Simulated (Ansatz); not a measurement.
Input for Ansatz (an electronic-structure program): U-r2SCAN/cc-pVTZ on CH3N (SMILES C=N), a point of a bond scan (R = 3.411 Å).

Ansatz 0.2 input:
```yaml
crystal:
  periodic: [false, false, false]
  atoms:
    - {symbol: C, position_ang: [-0.55740008, 0.17855308, 0.01045098]}
    - {symbol: N, position_ang: [2.57575636, -1.16732429, -0.05019410]}
    - {symbol: H, position_ang: [-1.41804796, -0.49076045, 0.02134142]}
    - {symbol: H, position_ang: [-0.77858901, 1.25082695, 0.02015765]}
    - {symbol: H, position_ang: [3.29256792, -0.43934914, -0.05831780]}
basis:
  gaussian:
    orbitals: cc-pVTZ
hamiltonian:
  xc: {name: r2SCAN}
magnetization: {spin_polarized: true, initial_magnetization: 0}
```

The log:

```
WARN ansatz: RAYON_NUM_THREADS=2 ignored (pool sized by the plan → 2); use --threads N
Functional definition: r2SCAN
integrals: 0.02 GiB planned
519 factors; their error is unknown
mean field: 0.25 GiB planned
mean field evaluation 1: about -2558.9674 eV, gradient 3.2e1 eV
mean field evaluation 2: about -2502.4400 eV, gradient 7.2e1 eV
mean field evaluation 4: about -2563.4363 eV, gradient 8.7e0 eV
mean field evaluation 8: about -2563.4363 eV, gradient 8.7e0 eV
mean field evaluation 16: about -2566.6652 eV, gradient 3.2e0 eV
mean field evaluation 32: about -2566.7549 eV, gradient 5.2e-3 eV
mean field evaluation 64: about -2567.5037 eV, gradient 9.1e-5 eV
mean field -2567.50373179 eV, -94.3540218267 hartree, gradient 2.4e-6 eV, S^2 1.993367; 2 other end points of the search recorded, 0 dependent functions left out
reference -2567.50374209 eV, -94.3540222053 hartree; 8, 8 occupied and 94, 94 virtual orbitals, 519 factors
Total energy: -2567.50374209 eV, -94.3540222053 hartree
```

The run converged. Its determinant has ⟨S²⟩ = 1.99, a mixture of spin states.

Cost: very roughly 10 core-seconds.
